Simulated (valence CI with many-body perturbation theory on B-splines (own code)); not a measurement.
## Hf⁶⁴⁺: E2, E3, M1, M2 decay

Calculated by valence CI with perturbative core correlation (CI+MBPT): six valence electrons over a frozen Dirac-Fock core [He], a basis of 9 s, 9 p, 8 d, 6 f, 3 g, 1 h functions for each j, with the one-electron correlation potential Σ1 (screened to all orders), the two-electron term Σ2, the three-electron term Σ3, Breit, model QED; selected single and double excitations, second order for the rest (own B-spline code, finite nucleus).

No measured spectrum was set against this ion. As an estimate, large intervals hold to a few tenths of a per cent, small ones and those within an open d or f shell to about a per cent. Among the levels kept, up to 4900 cm⁻¹ of a level comes from second order outside the variational space, and about a tenth of that is noise between levels of different J, which matters for small intervals.

Lines 1 to 50 of 57 in falling wavelength, among levels below 9948.2 eV, chosen from the decays that carry over 1 % of a level's rate. Wavelengths and rates use the calculated energies. Electric multipoles are in the length gauge, E1 and E2 with the static RPA response of the core. S is in atomic units (e²a₀⁴ for E2 and M2, e²a₀⁶ for E3), for M1 in squared Bohr magnetons. Weak lines are less certain than strong ones. Lines between different terms over intervals too small for the method are left out, as are lines whose strength nearly cancels. The highest levels of a list are the least certain.

Levels are named by their leading jj configuration (3d3/2^4 stands for four electrons in 3d with j = 3/2), which in mixed levels can hold well under half, so a name can repeat and another be missing. Letters in brackets count levels of one name in rising energy.

```tsv
λ vac (Å)	Upper	Lower	Type	A (s⁻¹)	S (a.u.)
212.1	(2s^2 2p1/2^2 2p3/2^2) J=0	(2s^2 2p1/2^2 2p3/2^2) J=2	E2	7.79e+01	2.99e-05
10.56	(2s^2 2p1/2 2p3/2^3) J=1	(2s^2 2p1/2^2 2p3/2^2) J=0	M1	5.14e+09	6.73e-01
10.22	(2s^2 2p1/2 2p3/2^2 3p1/2) J=1 [a]	(2s^2 2p1/2^2 2p3/2 3p1/2) J=1	M1	1.40e+10	1.66e+00
10.16	(2s^2 2p1/2 2p3/2^2 3p1/2) J=2 [a]	(2s^2 2p1/2^2 2p3/2 3p1/2) J=2	M1	1.35e+10	2.63e+00
10.06	(2s^2 2p1/2 2p3/2^3) J=1	(2s^2 2p1/2^2 2p3/2^2) J=2	M1	1.44e+10	1.63e+00
9.907	(2s^2 2p1/2 2p3/2^3) J=2	(2s^2 2p1/2^2 2p3/2^2) J=2	M1	8.65e+09	1.56e+00
9.907	(2s^2 2p1/2 2p3/2^3) J=2	(2s^2 2p1/2^2 2p3/2^2) J=2	E2	9.81e+07	4.18e-05
9.721	(2s^2 2p3/2^4) J=0	(2s^2 2p1/2 2p3/2^3) J=1	M1	3.64e+10	1.24e+00
1.506	(2s^2 2p1/2^2 2p3/2 3p1/2) J=2	(2s^2 2p1/2^2 2p3/2^2) J=0	E2	4.16e+11	1.44e-05
1.503	(2s^2 2p1/2 2p3/2^2 3p1/2) J=1 [a]	(2s^2 2p1/2 2p3/2^3) J=2	E2	2.25e+11	4.61e-06
1.501	(2s^2 2p1/2 2p3/2^2 3p1/2) J=2 [a]	(2s^2 2p1/2 2p3/2^3) J=2	E2	2.48e+10	8.46e-07
1.501	(2s^2 2p1/2 2p3/2^2 3p1/2) J=2 [a]	(2s^2 2p1/2 2p3/2^3) J=2	M1	1.93e+10	1.21e-02
1.499	(2s^2 2p1/2 2p3/2^2 3p1/2) J=1 [a]	(2s^2 2p1/2 2p3/2^3) J=1	E2	2.24e+11	4.54e-06
1.499	(2s^2 2p1/2 2p3/2^2 3p1/2) J=1 [a]	(2s^2 2p1/2 2p3/2^3) J=1	M1	3.19e+10	1.19e-02
1.498	(2s^2 2p1/2 2p3/2^2 3p1/2) J=3	(2s^2 2p1/2 2p3/2^3) J=2	E2	1.31e+12	6.16e-05
1.498	(2s^2 2p1/2 2p3/2^2 3p1/2) J=2 [a]	(2s^2 2p1/2 2p3/2^3) J=1	E2	1.05e+12	3.54e-05
1.496	(2s^2 2p1/2^2 2p3/2 3p1/2) J=1	(2s^2 2p1/2^2 2p3/2^2) J=2	E2	1.12e+12	2.25e-05
1.496	(2s^2 2p1/2^2 2p3/2 3p1/2) J=1	(2s^2 2p1/2^2 2p3/2^2) J=2	M1	3.17e+10	1.18e-02
1.495	(2s^2 2p1/2^2 2p3/2 3p1/2) J=2	(2s^2 2p1/2^2 2p3/2^2) J=2	E2	1.54e+12	5.13e-05
1.495	(2s^2 2p1/2 2p3/2^2 3p1/2) J=3	(2s^2 2p1/2 2p3/2^3) J=1	E2	2.17e+11	1.01e-05
1.491	(2s^2 2p1/2 2p3/2^2 3p1/2) J=2 [b]	(2s^2 2p1/2 2p3/2^3) J=2	E2	7.32e+11	2.41e-05
1.489	(2s^2 2p1/2 2p3/2^2 3p1/2) J=1 [b]	(2s^2 2p1/2 2p3/2^3) J=2	E2	5.85e+11	1.15e-05
1.489	(2s^2 2p1/2 2p3/2^2 3p1/2) J=1 [b]	(2s^2 2p1/2 2p3/2^3) J=2	M1	1.69e+10	6.20e-03
1.488	(2s^2 2p1/2 2p3/2^2 3p1/2) J=2 [b]	(2s^2 2p1/2 2p3/2^3) J=1	E2	1.43e+11	4.66e-06
1.486	(2s^2 2p1/2 2p3/2^2 3p1/2) J=1 [b]	(2s^2 2p1/2 2p3/2^3) J=1	E2	5.87e+11	1.14e-05
1.481	(2s^2 2p1/2 2p3/2^2 3p1/2) J=0	(2s^2 2p1/2 2p3/2^3) J=2	E2	1.16e+12	7.37e-06
1.440	(2s^2 2p1/2 2p3/2^2 3p3/2) J=0	(2s^2 2p1/2 2p3/2^3) J=2	E2	3.55e+11	1.97e-06
1.440	(2s^2 2p1/2 2p3/2^2 3p3/2) J=3 [a]	(2s^2 2p1/2 2p3/2^3) J=2	E2	1.96e+11	7.58e-06
1.440	(2s^2 2p1/2^2 2p3/2 3p3/2) J=2	(2s^2 2p1/2^2 2p3/2^2) J=0	E2	4.45e+11	1.23e-05
1.437	(2s^2 2p1/2 2p3/2^2 3p3/2) J=3 [a]	(2s^2 2p1/2 2p3/2^3) J=1	E2	2.21e+11	8.48e-06
1.437	(2s^2 2p1/2 2p3/2^2 3p3/2) J=4	(2s^2 2p1/2 2p3/2^3) J=2	E2	4.18e+11	2.06e-05
1.437	(2s^2 2p1/2 2p3/2^2 3p3/2) J=3 [b]	(2s^2 2p1/2 2p3/2^3) J=2	E2	2.58e+11	9.86e-06
1.436	(2s^2 2p1/2 2p3/2^2 3p3/2) J=2 [a]	(2s^2 2p1/2 2p3/2^3) J=1	E2	3.94e+11	1.08e-05
1.435	(2s^2 2p1/2^2 2p3/2 3p3/2) J=3	(2s^2 2p1/2^2 2p3/2^2) J=2	E2	8.55e+11	3.25e-05
1.435	(2s^2 2p1/2^2 2p3/2 3p3/2) J=1	(2s^2 2p1/2^2 2p3/2^2) J=2	E2	8.69e+11	1.41e-05
1.434	(2s^2 2p1/2 2p3/2^2 3p3/2) J=1 [a]	(2s^2 2p1/2 2p3/2^3) J=1	E2	4.13e+11	6.72e-06
1.433	(2s^2 2p1/2 2p3/2^2 3p3/2) J=3 [b]	(2s^2 2p1/2 2p3/2^3) J=1	E2	1.98e+11	7.48e-06
1.431	(2s^2 2p1/2 2p3/2^2 3p3/2) J=1 [b]	(2s^2 2p1/2 2p3/2^3) J=2	E2	8.11e+11	1.30e-05
1.429	(2s^2 2p1/2 2p3/2^2 3p3/2) J=2 [b]	(2s^2 2p1/2 2p3/2^3) J=2	E2	1.13e+12	3.02e-05
1.428	(2s^2 2p1/2 2p3/2^2 3p3/2) J=1 [b]	(2s^2 2p1/2 2p3/2^3) J=1	E2	4.40e+11	6.99e-06
1.426	(2s^2 2p1/2 2p3/2^2 3p3/2) J=2 [b]	(2s^2 2p1/2 2p3/2^3) J=1	E2	3.45e+11	9.10e-06
1.426	(2s^2 2p1/2^2 2p3/2 3p3/2) J=0	(2s^2 2p1/2^2 2p3/2^2) J=2	E2	2.24e+12	1.18e-05
1.426	(2s^2 2p1/2 2p3/2^2 3p3/2) J=1 [c]	(2s^2 2p1/2 2p3/2^3) J=2	E2	7.07e+10	1.12e-06
1.423	(2s^2 2p1/2 2p3/2^2 3p3/2) J=1 [c]	(2s^2 2p1/2 2p3/2^3) J=1	E2	9.30e+10	1.45e-06
1.401	(2s^2 2p1/2^2 2p3/2 3d5/2) J=4	(2s^2 2p1/2^2 2p3/2^2) J=2	M2	5.42e+10	2.35e-06
1.401	(2s^2 2p1/2^2 2p3/2 3d5/2) J=4	(2s^2 2p1/2^2 2p3/2^2) J=2	E3	4.01e+09	1.22e-06
1.258	(2s^2 2p1/2 2p3/2^2 3p3/2) J=0	(2s^2 2p1/2^2 2p3/2^2) J=2	E2	9.76e+11	2.74e-06
1.257	(2s^2 2p1/2 2p3/2^2 3p3/2) J=3 [a]	(2s^2 2p1/2^2 2p3/2^2) J=2	E2	4.79e+11	9.42e-06
1.257	(2s^2 2p1/2 2p3/2^2 3p3/2) J=2 [a]	(2s^2 2p1/2^2 2p3/2^2) J=2	E2	4.41e+11	6.17e-06
1.256	(2s^2 2p1/2 2p3/2^2 3p3/2) J=2 [b]	(2s^2 2p1/2^2 2p3/2^2) J=0	E2	2.49e+11	3.48e-06
```
